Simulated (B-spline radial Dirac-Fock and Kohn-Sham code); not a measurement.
**Magnetic form factor of the 5d shell of Ce**

System: atomic cerium, configuration 1s2 2s2 2p6 3s2 3p6 3d10 4s2 4p6 4d10 4f1 5s2 5p6 5d3 (an excited configuration).

Level of theory: Dirac-Fock densities; a radial atomic solver. ⟨j_K⟩ is the integral of the 5d radial density with the spherical Bessel function j_K(4πsr), s = sin θ/λ.

```
s (Å⁻¹)     ⟨j0⟩     ⟨j2⟩     ⟨j4⟩
      0   1.0000   0.0000   0.0000
   0.05   0.7696   0.0854   0.0047
   0.06   0.6902   0.1112   0.0087
   0.08   0.5300   0.1561   0.0206
    0.1   0.3851   0.1859   0.0363
   0.13   0.2157   0.2012   0.0607
   0.16   0.1033   0.1905   0.0801
   0.21   0.0080   0.1464   0.0957
   0.26  -0.0217   0.0976   0.0942
   0.33  -0.0191   0.0447   0.0770
   0.42  -0.0009   0.0086   0.0487
   0.54   0.0114  -0.0039   0.0194
   0.68   0.0097  -0.0004   0.0029
   0.86   0.0027   0.0049  -0.0011
   1.09  -0.0009   0.0047   0.0015
   1.39   0.0002   0.0014   0.0031
```

Radial moments of the shell: ⟨r²⟩ = 14.84, ⟨r⁴⟩ = 492.2, ⟨r⁶⟩ = 30820 in powers of bohr.

Values without a named source are computed, but for edge energies of neutral atoms, which are taken from tables.
